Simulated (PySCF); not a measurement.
# Magnetic susceptibility: SMILES C=P(C)(C)N([SiH3])[SiH3], C3H14NPSi2

Geometry:
```tsv
atom	x (Å)	y (Å)	z (Å)
C1	-0.531	-0.989	-1.660
P2	-0.676	-0.105	-0.147
C3	-1.510	1.521	-0.244
C4	-1.498	-0.984	1.232
N5	0.908	0.072	0.140
Si6	1.685	0.884	1.448
Si7	1.617	-0.768	-1.343
H8	-0.990	-1.977	-1.582
H9	-1.017	-0.449	-2.474
H10	-2.574	1.397	-0.443
H11	-1.046	2.077	-1.058
H12	-1.367	2.065	0.689
H13	-1.333	-0.441	2.162
H14	-1.046	-1.972	1.310
H15	-2.566	-1.082	1.042
H16	2.387	2.065	0.947
H17	2.576	-0.050	2.131
H18	0.620	1.314	2.373
H19	1.642	0.138	-2.504
H20	3.028	-0.475	-0.887
H21	1.682	-2.224	-1.134
```

Level of theory: GIAO KT3/pcSseg-1 magnetisability, rotational g tensor and spin-rotation constants, non-relativistic, gas phase in PySCF 2.14.0. Geometry: GFN2-xTB.

(1) How diamagnetic is it, and how anisotropic?

(2) Split it along the inertial axes a, b, c into diamagnetic and paramagnetic parts about the centre of mass, with the quadrupole moment.

(3) And the rotational g tensor?

## Answers

(1) Isotropic -1485 × 10⁻³⁰ J/T², or -89.4 × 10⁻⁶ cm³/mol; principal values -1568, -1481, -1406 × 10⁻³⁰ J/T², anisotropy 140 × 10⁻³⁰ J/T² (root of half the summed squared differences of the principal values). The susceptibility is in cgs units.

(2) 
```csv
axis,χ (10⁻⁶ cm³/mol),diamagnetic (10⁻⁶ cm³/mol),paramagnetic (10⁻⁶ cm³/mol),summed x² of all electrons (Å²),quadrupole Θ (D Å)
a,-93.5,-945.7,852.2,176.2,-0.06
b,-85.6,-1032.3,946.7,155.7,-3.44
c,-89.2,-1408.1,1318.9,67.2,+3.50
```
Anisotropies 2χaa − χbb − χcc = -12.2 and 2χbb − χaa − χcc = +11.5 × 10⁻⁶ cm³/mol. Θ is traceless in Buckingham's convention.

(3) 
| axis | rotational constant (GHz) | g | nuclear part | electronic part |
| --- | --- | --- | --- | --- |
| a | 1.5894 | -0.0230 | 0.6134 | -0.6363 |
| b | 1.4258 | -0.0245 | 0.6096 | -0.6341 |
| c | 0.9808 | -0.0171 | 0.5906 | -0.6077 |

Asymmetric top; isotopes 12C, 1H, 14N, 31P, 28Si; no vibrational averaging.
